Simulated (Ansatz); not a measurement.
## Bend profile

C2H2AlCl (SMILES C#[C][AlH][Cl]), singlet, at its PBE0-D4/def2-TZVP minimum:

| atom | x (Å) | y (Å) | z (Å) |
| --- | --- | --- | --- |
| C1 | 0.2710 | 0.8923 | -1.6391 |
| C2 | 0.1212 | 0.3421 | -0.5720 |
| Al3 | -0.0923 | -0.4894 | 1.1154 |
| Cl4 | -1.1272 | -2.3039 | 1.1847 |
| H5 | 0.4007 | 1.3747 | -2.5818 |
| H6 | 0.4687 | 0.1202 | 2.4467 |

The angle Cl4–Al3–C2 (117.8° at the minimum) is set to the values below, Cl4, with anything bonded beyond it, turning rigidly in the plane of the angle. Each method's energies count from its own value at the PBE0-D4 minimum structure. Ansatz 0.2.0; basis: def2-TZVPP; cores frozen in the correlated methods.

CCSD(T) energies along the scan:
```csv
angle (°),CCSD(T) (eV)
87.8,0.752
95.3,0.399
102.8,0.172
110.3,0.043
117.8,0.000
125.3,0.034
132.8,0.146
140.3,0.342
147.8,0.633
```
They count from the CCSD(T) energy at the PBE0-D4 minimum.

Minimum and curvature along this coordinate at CCSD(T): A fifth-order fit through the nearest points gives 118.2°, with a curvature of about 1.4 meV/deg².

Largest difference from the CCSD(T) curve over the scan: r2SCAN-D4 0.035; PBE0-D4 0.053; MP2 0.010 eV. Each curve counts from its own value at the minimum.

No T1 diagnostic of these runs exceeds 0.013.

For scale, one of the runs: CCSD(T)/def2-TZVPP, 174 basis functions (an equivalent command: `ansatz run in.yaml --threads 2`). Time: 13 s of wall clock on 2 CPU threads; the host was shared. Peak host memory: 1.4 GiB.
